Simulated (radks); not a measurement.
Question: The nitrogen anion N2-, [He] 2s2 2p5, held by a Watson sphere: a shell of charge +2 at radius R that stands for the Madelung well of a crystal (potential energy -2/R inside, -2/r outside, in hartree with lengths in bohr). All-electron calculation, scalar-relativistic Kohn-Sham, PBEsol, spin-polarised, spherical densities, finite nucleus; open shells are filled with parallel spins first; Fermi nuclear charge, rms radius of each element as measured or else 0.836 A^(1/3) + 0.57 fm. Program: a radial shooting solver on a logarithmic mesh with Libxc functionals. Response by self-consistent Sternheimer equations with the Hartree and adiabatic LDA kernel, the relativistic mass of each level held fixed and spin-orbit coupling left out. The sphere does not respond.

R (bohr)  e(2s down) (eV)  e(2p up) (eV)  e(2p down) (eV)  <r> 2p (bohr)  sum of <r^2> (bohr^2)  X-ray form factor at sin(theta)/lambda = 0.3 1/angstrom  alpha (bohr^3)
1.95              -17.713         -7.658           -6.644          1.709                  23.17                                                    3.291           16.81
1.97              -17.634         -7.598           -6.587          1.715                  23.33                                                    3.284           17.13
2.7               -15.277         -5.702           -4.775          1.959                  29.35                                                    3.177           34.06
3.02              -14.529         -5.054           -4.143          2.069                  32.09                                                    3.170           45.90
3.16              -14.247         -4.803           -3.897          2.119                  33.33                                                    3.169           52.27

Estimate the row for R = 2.38 bohr.

Answer: e(2s down) (eV) -16.189; e(2p up) (eV) -6.461; e(2p down) (eV) -5.506; <r> 2p (bohr) 1.852; sum of <r^2> (bohr^2) 26.69; X-ray form factor at sin(theta)/lambda = 0.3 1/angstrom 3.201; alpha (bohr^3) 25.24.
